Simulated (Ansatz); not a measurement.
`F[CH2][AlH][SiH3]` + `OBF` → `FBO[SiH3]` + `F[CH2][AlH2]` at 400 K and 1 bar (cleavage of the Si–Al bond).

Gas-phase electronic energies from Ansatz, PBE0-D4/def2-TZVP geometries. CCSD(T)/CBS adds triple-zeta CCSD(T) − MP2 to the extrapolated MP2 energy (def2 sets, frozen cores). This one scheme is used for every species. Each species was taken in one conformer, which may not be the lowest.

| species | CCSD(T)/CBS energy (Eh) | H − E (kJ/mol) | S (J/(mol·K)) |
| --- | --- | --- | --- |
| `F[CH2][AlH][SiH3]` | -672.50700 | 191.7 | 402.4 |
| `OBF` | -201.07426 | 96.4 | 268.5 |
| `FBO[SiH3]` | -491.38634 | 146.6 | 343.2 |
| `F[CH2][AlH2]` | -382.22364 | 133.0 | 315.9 |

H − E and S are ideal-gas, rigid-rotor, harmonic terms from PBE0-D4/def2-TZVP, for one conformer and one mirror image of each species. 1 Eh = 2625.50 kJ/mol, R = 8.31446 J/(mol·K).

Problem. By hand: ΔE, ΔH, ΔS and ΔG.

Solution. ΔE = (-491.38634) + (-382.22364) − (-672.50700) − (-201.07426) = -0.02872 Eh = -75.4 kJ/mol. Δ(H − E) = 146.6 + 133.0 − 191.7 − 96.4 = -8.5, so ΔH = -83.9 kJ/mol. ΔS = 343.2 + 315.9 − 402.4 − 268.5 = -11.8 J/(mol·K). ΔG = -83.9 − 400 × (-11.8)/1000 = -79.2 kJ/mol.

Problem. By hand: the equilibrium constant, and the temperature at which ΔG would vanish if ΔH and ΔS stayed fixed.

Solution. log₁₀ K = −ΔG/(RT ln 10) = 10.3. ΔG = 0 at ΔH/ΔS = 7110 K, far beyond where these terms or the molecules hold.

The number of gas molecules stays the same, so ΔS is small and ΔH decides. A doubt of 5 kJ/mol in ΔE shifts log₁₀ K by 0.7 here. Other conformers and mirror images would add mixing entropy, several J/(mol·K) or more a flexible species. Modes under 60 cm⁻¹, often nearly free rotors, make the harmonic entropy too high. These are equilibria of isolated gas molecules and say nothing of rates. Largest T1 diagnostic: 0.013 (customary marks: 0.02 for closed shells, 0.045 for open ones).
